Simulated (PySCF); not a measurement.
## Radial density of Al (aluminium, neutral)

B3LYP, [Ne] 3s1 3p2, 3s spin antiparallel (an excited configuration). Computed with PySCF 2.14 in aug-cc-pVDZ-DK (5s4p2d, 27 functions), with the spin-free X2C one-electron Hamiltonian (Gaussian nucleus).

```
r (bohr)  4πr²ρ (e/bohr)  4πr²(ρα − ρβ)
 0.00179         0.06161        -0.0001
 0.00301          0.1658        -0.0003
 0.00506          0.4283        -0.0009
 0.00851           1.080        -0.0022
  0.0143           2.578        -0.0053
  0.0241           5.590        -0.0112
  0.0405           10.25        -0.0189
  0.0681           14.27        -0.0193
   0.115           13.00         0.0062
   0.193           8.675         0.0448
   0.324           10.90         0.0250
   0.545           11.91        -0.0064
   0.917           4.437        -0.0085
    1.54           1.033        -0.0542
    2.59           1.072         0.2817
    4.36          0.3589         0.2400
    7.34         0.03033         0.0284
    12.3       0.0002033         0.0002
```

Densities and radii are taken from the X2C orbitals without a picture-change correction, which distorts them close to the nucleus.

With the s spin flipped the determinant is a mixture of two multiplicities, not a spectroscopic state.
